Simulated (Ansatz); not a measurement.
Frontier orbitals of CH₇BOSi, SMILES `COB[SiH3]`.

Total charge 0; spin multiplicity 1. The geometry is a stationary point of PBE0-D4/def2-TZVP. It is one conformer, not always the lowest. Basis def2-TZVPP, the Gaussian-basis code of Ansatz.

```
functional  HOMO (eV)  LUMO (eV)  gap (eV)
       PBE      -6.49      -1.94      4.55
      PBE0      -7.75      -0.98      6.77
     B3LYP      -7.56      -1.18      6.38
   r2SCAN0      -7.92      -0.83      7.09
   LC-ωPBE     -10.44       1.31     11.75
   ωB97M-V      -9.92       0.95     10.87
        HF     -10.77       2.38     13.15
```

A quarter of exact exchange (PBE0) shifts PBE's HOMO by −1.26 eV and its LUMO by +0.96 eV; full exchange at long range (ωB97M-V) shifts them by −3.43 and +2.88 eV. The gap opens from 4.56 to 10.87 eV, since occupied levels lose self-interaction and empty ones feel all the electrons. A positive LUMO is unbound and depends on the basis.

B3LYP here is the variant with VWN-RPA as its local correlation; programs differ in this. LC-ωPBE has ω = 0.4 bohr⁻¹.
